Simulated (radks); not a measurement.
Task: The table gives one normalised radial function P(r) = r R(r) of Mo2+ in [Kr] 4d(up 2, down 2) (r in bohr). All-electron calculation, scalar-relativistic Kohn-Sham, PBE, spin-polarised, spherical densities, point nucleus. Program: a radial shooting solver on a logarithmic mesh with Libxc functionals.

r	P
0.001191	0.0403
0.001563	0.0514
0.002052	0.0652
0.002693	0.0820
0.003507	0.1017
0.004603	0.1253
0.006042	0.1518
0.007931	0.1797
0.01041	0.2060
0.01366	0.2255
0.01779	0.2303
0.02335	0.2102
0.03065	0.1529
0.04024	0.0501
0.05281	-0.0947
0.06932	-0.2541
0.09026	-0.3673
0.1185	-0.3618
0.1555	-0.1711
0.2041	0.1759
0.2679	0.5099
0.3517	0.5776
0.4616	0.2290
0.6011	-0.3849
0.789	-0.9419
1.036	-1.1006
1.359	-0.8425
1.784	-0.4419
2.342	-0.1554
3.05	-0.0360
4.003	-0.0045
5.254	-0.0003

Which n and l does it have? It may be an empty orbital.

Result: n = 4, l = 0: the number of nodes gives n - l - 1 = 3, the rise at small r (about r^(l+1), flatter next to the nucleus through relativity) gives l, and the extent must fit the shell. The curve is that of 4s. 4s: eigenvalue -82.754 eV, 3 radial nodes at r = 0.0445, 0.180, 0.513 bohr, <r> = 1.10 bohr, 90 % of the charge inside 1.61 bohr.
